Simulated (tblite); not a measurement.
C6H14BNO.
Bonds: C1–O2, O2–C3, C3–B4, B4–C5, B4–N6, N6–C7 (double), C7–C8, C7–C9. Hydrogens: H10, H11, H12 on C1; H13, H14 on C3; H15, H16, H17 on C5; H18, H19, H20 on C8; H21, H22, H23 on C9.

Computed with GFN2-xTB (tblite), gas phase: L-BFGS steps from a force-field or distance-geometry start until the largest atomic force falls under 0.01 eV/Å.

Step 14: E = -766.8215 eV
```
atom  x, y, z in Å  |  force x, y, z in eV/Å
C1      3.7010   -1.0814    0.1138   -0.109  -0.001  -0.038
O2      2.3586   -0.8090   -0.2016   -0.010  -0.127  -0.102
C3      1.8453    0.3007    0.5234    0.052  -0.095  -0.089
B4      0.2945    0.6864    0.3239    0.082  -0.123   0.063
C5     -0.0628    2.1840   -0.0719    0.050   0.120   0.012
N6     -0.6799   -0.2748    0.5661    0.035   0.039  -0.037
C7     -1.8518   -0.5437    0.1947    0.092   0.077   0.027
C8     -2.6318   -1.6201    0.8766   -0.064  -0.050   0.047
C9     -2.5420    0.2089   -0.9045   -0.155   0.056  -0.169
H10     3.8190   -1.3583    1.1725   -0.022   0.031  -0.058
H11     4.0228   -1.9160   -0.5125   -0.090   0.071   0.039
H12     4.3417   -0.2107   -0.0912   -0.022  -0.031   0.019
H13     1.9357    0.0634    1.5995    0.069   0.197   0.025
H14     2.4895    1.1676    0.3104    0.041   0.028   0.126
H15    -0.8662    2.6926    0.4524   -0.091  -0.172   0.132
H16     0.7913    2.8497   -0.0591    0.135   0.067   0.041
H17    -0.3808    2.0909   -1.1118    0.036   0.156  -0.026
H18    -2.1386   -2.5649    0.6527   -0.056  -0.051   0.069
H19    -2.6358   -1.4930    1.9552    0.082   0.011   0.043
H20    -3.6523   -1.6565    0.5118   -0.070  -0.043   0.036
H21    -2.7052    1.2046   -0.4901   -0.029   0.053  -0.154
H22    -3.5053   -0.2026   -1.1709   -0.153  -0.207  -0.024
H23    -1.9515    0.3091   -1.8082    0.199  -0.007   0.016
```

Step 15: E = -766.8372 eV
```
atom  x, y, z in Å  |  force x, y, z in eV/Å
C1      3.6969   -1.0864    0.1107   -0.033  -0.020  -0.020
O2      2.3515   -0.8217   -0.2064    0.105  -0.054  -0.016
C3      1.8456    0.2960    0.5135    0.042  -0.083  -0.049
B4      0.2987    0.6946    0.3380    0.020  -0.105  -0.067
C5     -0.0592    2.1942   -0.0500    0.043   0.152  -0.002
N6     -0.6812   -0.2606    0.5607   -0.077  -0.006  -0.060
C7     -1.8502   -0.5397    0.1862    0.114   0.061   0.085
C8     -2.6273   -1.6113    0.8798   -0.080  -0.081   0.079
C9     -2.5455    0.1963   -0.9200   -0.142   0.050  -0.174
H10     3.8199   -1.3669    1.1718   -0.059   0.098  -0.152
H11     4.0314   -1.9212   -0.5108   -0.142   0.092   0.028
H12     4.3386   -0.2121   -0.0978   -0.118  -0.111   0.060
H13     1.9335    0.0681    1.5904    0.105   0.140   0.078
H14     2.4943    1.1591    0.3037    0.057   0.031   0.067
H15    -0.8678    2.7038    0.4624   -0.153  -0.195   0.181
H16     0.7855    2.8698   -0.0292    0.210   0.054   0.033
H17    -0.3685    2.1003   -1.0925    0.043   0.147  -0.037
H18    -2.1435   -2.5610    0.6604   -0.001  -0.065   0.051
H19    -2.6212   -1.4771    1.9559    0.100   0.020   0.103
H20    -3.6532   -1.6579    0.5340   -0.086   0.018  -0.023
H21    -2.7257    1.1925   -0.5172   -0.024   0.086  -0.121
H22    -3.5003   -0.2294   -1.1898   -0.193  -0.238  -0.007
H23    -1.9571    0.2977   -1.8224    0.267   0.006  -0.037
```

Step 16: E = -766.8573 eV
```
atom  x, y, z in Å  |  force x, y, z in eV/Å
C1      3.6907   -1.0933    0.1061    0.061  -0.041   0.000
O2      2.3433   -0.8386   -0.2131    0.190   0.065   0.093
C3      1.8477    0.2889    0.5003    0.014  -0.023   0.033
B4      0.3054    0.7037    0.3542   -0.066  -0.041  -0.231
C5     -0.0530    2.2096   -0.0224    0.040   0.140  -0.005
N6     -0.6830   -0.2429    0.5532   -0.188  -0.035  -0.094
C7     -1.8484   -0.5335    0.1762    0.043   0.021   0.104
C8     -2.6228   -1.6016    0.8850   -0.075  -0.078   0.101
C9     -2.5524    0.1810   -0.9426   -0.083   0.001  -0.129
H10     3.8192   -1.3763    1.1684   -0.096   0.157  -0.200
H11     4.0399   -1.9266   -0.5082   -0.179   0.066  -0.022
H12     4.3321   -0.2158   -0.1056   -0.195  -0.160   0.094
H13     1.9330    0.0776    1.5803    0.143   0.046   0.108
H14     2.5020    1.1491    0.2967    0.063   0.009  -0.023
H15    -0.8720    2.7130    0.4794   -0.167  -0.222   0.204
H16     0.7819    2.8971    0.0102    0.235   0.016   0.032
H17    -0.3516    2.1163   -1.0689    0.058   0.147  -0.023
H18    -2.1504   -2.5580    0.6715    0.053  -0.049   0.031
H19    -2.6005   -1.4561    1.9588    0.107   0.019   0.138
H20    -3.6564   -1.6602    0.5629   -0.063   0.098  -0.070
H21    -2.7536    1.1794   -0.5557   -0.024   0.071  -0.100
H22    -3.4970   -0.2684   -1.2145   -0.149  -0.217   0.016
H23    -1.9589    0.2825   -1.8410    0.278   0.011  -0.058
```

Task: Estimate the geometry and energy of step 17. (The exact step hangs on the optimiser's Hessian estimate; all steps are aligned on step 16, rigid shifts and turns removed.)

Result: E = -766.8798 eV, largest force 0.396 eV/Å
```
atom  x, y, z in Å  |  force x, y, z in eV/Å
C1      3.6839   -1.1014    0.1006    0.123  -0.047   0.014
O2      2.3365   -0.8556   -0.2194    0.185   0.183   0.177
C3      1.8513    0.2814    0.4869   -0.024   0.069   0.132
B4      0.3126    0.7123    0.3671   -0.140   0.034  -0.369
C5     -0.0444    2.2288    0.0070    0.032   0.079   0.006
N6     -0.6862   -0.2243    0.5437   -0.247  -0.027  -0.129
C7     -1.8481   -0.5263    0.1667   -0.106  -0.031   0.070
C8     -2.6196   -1.5926    0.8925   -0.045  -0.038   0.109
C9     -2.5618    0.1647   -0.9694    0.005  -0.075  -0.051
H10     3.8157   -1.3841    1.1615   -0.108   0.177  -0.155
H11     4.0461   -1.9316   -0.5058   -0.190  -0.010  -0.104
H12     4.3213   -0.2219   -0.1132   -0.198  -0.141   0.103
H13     1.9355    0.0906    1.5715    0.167  -0.060   0.107
H14     2.5126    1.1388    0.2895    0.048  -0.024  -0.120
H15    -0.8785    2.7157    0.5030   -0.116  -0.237   0.186
H16     0.7823    2.9280    0.0542    0.191  -0.049   0.044
H17    -0.3316    2.1387   -1.0443    0.072   0.161   0.007
H18    -2.1584   -2.5566    0.6847    0.093   0.003   0.016
H19    -2.5761   -1.4328    1.9642    0.095   0.002   0.130
H20    -3.6615   -1.6624    0.5944   -0.003   0.179  -0.093
H21    -2.7859    1.1675   -0.6019   -0.022  -0.010  -0.095
H22    -3.4953   -0.3152   -1.2414   -0.024  -0.134   0.037
H23    -1.9550    0.2653   -1.8611    0.211  -0.002  -0.024
```

The energy changes by -0.0225 eV. The first-order estimate −F·Δx gives -0.0308 eV and the mean of the old and new forces, exact on a quadratic surface, -0.0224 eV. The step makes an angle of 76° with the force vector and moves no atom by more than 0.058 Å.

The cost below is that of the whole relaxation. On one thread, Arm Neoverse N1 (aarch64), no GPU, shared host with 64 logical CPUs at a one-minute load of 60, this took 2.1 s.
